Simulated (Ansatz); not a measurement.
The same redistribution along the group F, Cl, Br.

Program: Ansatz. Geometries: PBE0-D4/def2-TZVP. ΔE: electronic, gas phase. CCSD(T)/CBS is the MP2 limit (def2-TZVPP, def2-QZVPP) plus CCSD(T) − MP2 in def2-TZVPP, frozen cores. Functionals use def2-TZVPP. def2 core potentials past Kr. For Br, Cd, Ge outer-core shells are correlated without core-valence functions, which leaves a few kJ/mol of doubt a bond. Scalar relativity is left out up to krypton.

| reaction | CCSD(T)/CBS(def2) (eV) |
| --- | --- |
| `[CH3][Cd][F]` + `[BH2][GeH2][F]` → `[F][Cd][F]` + `[BH2][GeH2][CH3]` | 0.42 |
| `[CH3][Cd][Cl]` + `[BH2][GeH2][Cl]` → `[Cl][Cd][Cl]` + `[BH2][GeH2][CH3]` | ? |
| `[CH3][Cd][Br]` + `[BH2][GeH2][Br]` → `[Br][Cd][Br]` + `[BH2][GeH2][CH3]` | -0.56 |

(1) Fill in the missing values. (Estimate.)

Largest T1 diagnostic: 0.018, for `[F][Cd][F]`.

## Answers

(1) Ansatz gave: `[CH3][Cd][Cl]` + `[BH2][GeH2][Cl]` → `[Cl][Cd][Cl]` + `[BH2][GeH2][CH3]`: -0.38 eV.
